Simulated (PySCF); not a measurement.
**C4H6ClSi2: g tensor and hyperfine couplings**

Compound: C4H6ClSi2 (doublet state).
Geometry (GFN2-xTB, Å), atoms numbered from 1 in this order:
```
atom  x, y, z in Å
C1     2.686    1.637    0.621
C2     2.377    1.075   -0.490
Si3    1.589   -0.683   -0.696
Cl4    1.930   -1.270   -2.611
C5    -0.229   -0.557   -0.406
C6    -1.423   -0.448   -0.225
Si7   -3.246   -0.296    0.066
H8     2.624    1.406    1.660
H9     2.559    1.563   -1.441
H10    2.194   -1.641    0.224
H11   -3.613    1.116   -0.056
H12   -3.519   -0.795    1.416
H13   -3.933   -1.107   -0.941
```

The hyperfine couplings belong to this conformer and change with its torsions.

The species is `[H]/[C]=C\[Si@H](Cl)C#C[SiH3]` [radical].

Method: PySCF 2.14.0, UKS B3LYP, pcH-1 on C Cl H Si, non-relativistic, mean-field spin-orbit, GIAO. One conformer (not necessarily the lowest) at the GFN2-xTB geometry, without solvent, vibrations or thermal averaging. GFN2-xTB frequencies show an imaginary mode (22i cm⁻¹), so this geometry is no minimum at that level. Couplings are sensitive to structure, and on GFN2-xTB geometries they can be far from those on DFT ones. Stability of the SCF solution: not tested.

| Quantity | Value |
| --- | --- |
| g1, g2, g3 | 2.00181, 2.00207, 2.00332 |
| g_iso | 2.00240 |
| Form of g | rhombic: the two nearest values differ by 17 % of g3 − g1 |
| ⟨S²⟩ | 0.7588 (exact 0.7500) |
| α and β electrons | 38, 37 |

Hyperfine couplings atom by atom, in 10⁻⁴ cm⁻¹; T1 to T3 are the principal values of the dipolar part; ρ(0) is the spin density at the nucleus (1 × 10⁻⁴ cm⁻¹ = 2.998 MHz):

| atom | isotope | a_iso | of which spin–orbit | T1 | T2 | T3 | Mulliken spin population | ρ(0) (bohr⁻³) |
| --- | --- | --- | --- | --- | --- | --- | --- | --- |
| C1 | 13C | 102.0 | 0.0 | -25.9 | -19.0 | 44.9 | 0.97 | 0.2722 |
| C2 | 13C | -9.5 | 0.0 | -6.1 | 0.4 | 5.6 | -0.16 | -0.0254 |
| Si3 | 29Si | -65.3 | 0.1 | -9.0 | 4.3 | 4.6 | 0.10 | 0.2206 |
| Cl4 | 35Cl | 1.0 | 0.0 | -1.1 | -1.0 | 2.1 | 0.01 | 0.0068 |
| C5 | 13C | 1.2 | 0.0 | -0.4 | 0.0 | 0.4 | 0.00 | 0.0032 |
| C6 | 13C | 0.8 | 0.0 | -0.4 | -0.2 | 0.6 | 0.01 | 0.0021 |
| Si7 | 29Si | 0.1 | 0.0 | 0.0 | 0.0 | 0.0 | 0.00 | -0.0005 |
| H8 | 1H | 17.4 | 0.0 | -10.1 | -2.3 | 12.4 | 0.01 | 0.0117 |
| H9 | 1H | 51.1 | 0.0 | -2.2 | -1.8 | 4.0 | 0.06 | 0.0343 |
| H10 | 1H | 0.3 | 0.0 | -0.8 | -0.5 | 1.2 | 0.00 | 0.0002 |
| H11 | 1H | 0.4 | 0.0 | -0.1 | -0.1 | 0.2 | 0.00 | 0.0003 |
| H12 | 1H | 0.1 | 0.0 | -0.1 | -0.1 | 0.2 | 0.00 | 0.0000 |
| H13 | 1H | 0.0 | 0.0 | -0.1 | -0.1 | 0.1 | 0.00 | 0.0000 |

The largest Mulliken spin populations are on C1 (+0.97), C2 (-0.16), Si3 (+0.10) and H9 (+0.06). C1 is the only atom above +0.15.

Axes: g2 points within 15° of the C2–Si3 bond.

Under fast tumbling the dipolar parts average out, and these isotropic splittings remain: 1 × 1H (H9, I = 1/2, 2 lines) with 5.47 mT, 1 × 1H (H8, I = 1/2, 2 lines) with 1.86 mT, 1 × 35Cl (Cl4, I = 3/2, 4 lines) with 0.11 mT and 1 × 1H (H10, I = 1/2, 2 lines) with 0.03 mT.

Main isotope only: 35Cl (natural samples also hold 24 % 37Cl, magnetic too, which adds its own pattern).

The 13C coupling of C1 (305.9 MHz) shows only in satellite lines or after enrichment, since that isotope makes up about 1.07 % of natural carbon.

The 29Si coupling of Si3 (-195.9 MHz) shows only in satellite lines or after enrichment, since that isotope makes up about 4.7 % of natural silicon.

Examples of negative spin density at the nucleus (bohr⁻³): C2 (-0.0254).
